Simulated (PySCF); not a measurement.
Simulated C 1s region for `CCCN[SiH2]P`, binding energy against the vacuum level.

Every computed line was given a Gaussian of 0.6 eV full width at half maximum and an area set by the number of equivalent atoms; the highest printed point is 100. Method used: delta-SCF UKS SCAN, pcX-2 on the ionised atom, pcseg-1 elsewhere, spin-free X2C in PySCF.

```csv
binding energy (eV),intensity
289.7,0
289.8,1
289.9,3
290.0,8
290.1,17
290.2,32
290.3,53
290.4,75
290.5,93
290.6,100
290.7,93
290.8,77
290.9,59
291.0,45
291.1,41
291.2,44
291.3,50
291.4,52
291.5,48
291.6,39
291.7,27
291.8,16
291.9,8
292.0,3
292.1,1
292.2,0
292.3,0
```

Task: Count the maxima, the lines and the sites behind this envelope.

Result: The curve has 2 maxima (at 290.6 and 291.4 eV). Under it lie 3 lines from 3 inequivalent carbon sites. At this width some lines have no maximum of their own.

Task: Decompose the envelope and assign each component. Numbering: `[CH3:1][CH2:2][CH2:3][NH:4][SiH2:5][PH2:6]`.

Result: 
```tsv
position (eV)	relative area	line	atoms	environment
290.53	1	C 1s	C2	chain CH2 carbon
290.66	1	C 1s	C1	methyl carbon
291.41	1	C 1s	C3	sp3 carbon bound to nitrogen
```

The listed C 1s values span 0.88 eV, from C2 (bonded to 2 C and 2 H) to C3 (bonded to N, C and 2 H). The widest gap between neighbouring values is 0.75 eV, between 290.66 and 291.41 eV. Summing the Pauling electronegativity differences to the bonded atoms, each weighted by its formal bond order, gives -0.70 for the lowest site and -0.21 for the highest; no listed site has a larger sum than the highest. The smallest sum, -1.05, belongs to C1, 0.13 eV above the lowest.

Shake-up satellites, vibrational structure and lifetime widths aren't simulated. One conformer (not necessarily the lowest) at the PBE0-D3(BJ)/def2-SVP geometry, without solvent, vibrations or thermal averaging.

Conformer computed: `[CH3:1][CH2:2][CH2:3][NH:4][SiH2:5][PH2:6]`: C1–C2–C3–N4 180°, C2–C3–N4–Si5 141°, C3–N4–Si5–P6 -163°, H–P6–Si5–N4 -175°, H–P6–Si5–N4 91°.
